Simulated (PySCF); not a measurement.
Isomers of C6H12Si, mass 112.071 u with the commonest isotopes. Method used: PBE0/pcSseg-1 in PySCF (dipole) on a GFN2-xTB geometry, gas phase. One conformer each, none proved a minimum here; rigid rotors.

Question: Order these by out-of-plane moment Σ m c² = (Ia + Ib − Ic)/2, smallest first.
A. `[CH:1]#[C:2][CH2:3][C:4]([CH3:5])([CH3:6])[SiH3:7]` with C2–C3–C4–C5 62°
B. `[CH3:1]/[CH:2]=[CH:3]\[CH:4]=[CH:5]/[CH2:6][SiH3:7]` with C2–C3–C4–C5 177°, C4–C5–C6–Si7 -89°
C. `[CH3:1][CH2:2][C:3]#[C:4][CH2:5][SiH2:6][CH3:7]` with C4–C5–Si6–C7 60°
D. `[CH2:1]=[C:2]([CH3:3])[CH:4]1[CH2:5][SiH2:6][CH2:7]1` with C1–C2–C4–C5 -56°

Answer: C (22.34 u·Å²), B (29.80 u·Å²), D (48.66 u·Å²), A (59.06 u·Å²).

Question: Order these by rotational constant B, largest first.
A. `[CH2:1]=[C:2]([CH3:3])[CH:4]1[CH2:5][SiH2:6][CH2:7]1` with C1–C2–C4–C5 -56°
B. `[CH3:1][CH2:2][C:3]#[C:4][CH2:5][SiH2:6][CH3:7]` with C4–C5–Si6–C7 60°
C. `[CH:1]#[C:2][CH2:3][C:4]([CH3:5])([CH3:6])[SiH3:7]` with C2–C3–C4–C5 62°
D. `[CH3:1]/[CH:2]=[CH:3]\[CH:4]=[CH:5]/[CH2:6][SiH3:7]` with C2–C3–C4–C5 177°, C4–C5–C6–Si7 -89°

Answer: C (1646 MHz), A (1321 MHz), B (952.9 MHz), D (849.6 MHz).

Question: Order these by radius of gyration √(Σ m r²/M), smallest first.
A. `[CH3:1]/[CH:2]=[CH:3]\[CH:4]=[CH:5]/[CH2:6][SiH3:7]` with C2–C3–C4–C5 177°, C4–C5–C6–Si7 -89°
B. `[CH3:1][CH2:2][C:3]#[C:4][CH2:5][SiH2:6][CH3:7]` with C4–C5–Si6–C7 60°
C. `[CH2:1]=[C:2]([CH3:3])[CH:4]1[CH2:5][SiH2:6][CH2:7]1` with C1–C2–C4–C5 -56°
D. `[CH:1]#[C:2][CH2:3][C:4]([CH3:5])([CH3:6])[SiH3:7]` with C2–C3–C4–C5 62°

Answer: D (1.963 Å), C (1.992 Å), B (2.407 Å), A (2.441 Å).

```csv
SMILES,point group,Ia (u·Å²),Ib (u·Å²),Ic (u·Å²),κ,μa (D),μb (D),μc (D)
C/C=C\C=C/C[SiH3],C1,102.64,594.87,637.90,-0.97,0.31,0.13,0.09
CCC#CC[SiH2]C,C1,141.20,530.35,626.86,-0.89,0.20,0.40,0.29
C=C(C)C1C[SiH2]C1,Cs,110.61,382.65,395.94,-0.97,0.20,0.60,0.00
C#CCC(C)(C)[SiH3],C1,184.00,306.94,372.83,-0.58,0.42,0.65,0.01
```
